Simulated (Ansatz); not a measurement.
Species: CH$_{4}$FGe, charge 0, doublet. CH4FGe (SMILES [CH3][GeH][F], doublet).
B3LYP-D3(BJ)/def2-TZVP minimum from Ansatz (a program for electronic structure):
```
C
H 1 1.0880
H 1 1.0895 2 109.63
H 1 1.0914 2 109.51 3 -120.50
Ge 1 1.9737 2 110.24 3 121.04
F 5 1.7672 1 104.75 2 64.81
H 5 1.5627 6 103.97 1 -118.76
```
Charge 0, spin multiplicity 2.

Total energies in hartree (Ansatz). Open shells are spin-unrestricted; no spin-orbit coupling. Correlated methods leave the cores frozen (noble-gas shells, and filled d and f shells in the p block). No relativity. Where a partner has so few electrons that a lower coupled-cluster level is exact, that level stands in.

```tsv
species	HF/cc-pVTZ	CCSD(T)/cc-pVTZ	HF/cc-pVQZ	CCSD(T)/cc-pVQZ	CCSD(T)/cc-pVDZ	CCSDT(Q)/cc-pVDZ
1: CH4FGe (SMILES [CH3][GeH][F], doublet)	-2215.10485	-2215.68178	-2215.12128	-2215.73852	-2215.43443	-2215.43626
2: Ge (triplet)	-2075.36107	-2075.42794	-2075.36359	-2075.43284	-2075.34866	-2075.34895
3: C (triplet)	-37.69157	-37.78076	-37.69331	-37.78654	-37.76038	-37.76071
4: F (doublet)	-99.40552	-99.62036	-99.41377	-99.65026	-99.52757	-99.52776
5: H (doublet)	-0.49981	-0.49981	-0.49995	-0.49995	-0.49928	-0.49928
```

Q: Work out the atomisation energy (electronic, to ground-state atoms) in kcal/mol: take Hartree-Fock from cc-pVQZ, extrapolate the CCSD(T) correlation energy as X^-3 (X = 3, 4), and add CCSDT(Q) - CCSD(T) in cc-pVDZ. 1 hartree = 627.51 kcal/mol.

A: 
Species 1: correlation (64·(-0.61724) - 27·(-0.57693))/37 = -0.64666; step -0.00183; E1 = -2215.12128 + (-0.64666) + (-0.00183) = -2215.76977
Species 2: correlation (64·(-0.06925) - 27·(-0.06687))/37 = -0.07099; step -0.00029; E2 = -2075.36359 + (-0.07099) + (-0.00029) = -2075.43487
Species 3: correlation (64·(-0.09323) - 27·(-0.08919))/37 = -0.09618; step -0.00033; E3 = -37.69331 + (-0.09618) + (-0.00033) = -37.78982
Species 4: correlation (64·(-0.23649) - 27·(-0.21484))/37 = -0.25229; step -0.00019; E4 = -99.41377 + (-0.25229) + (-0.00019) = -99.66625
Species 5: correlation (64·(0.00000) - 27·(0.00000))/37 = 0.00000; step +0.00000; E5 = -0.49995 + (0.00000) + (+0.00000) = -0.49995
-1·E1 +1·E2 +1·E3 +1·E4 +4·E5 = 0.87903 hartree = 551.6 kcal/mol.
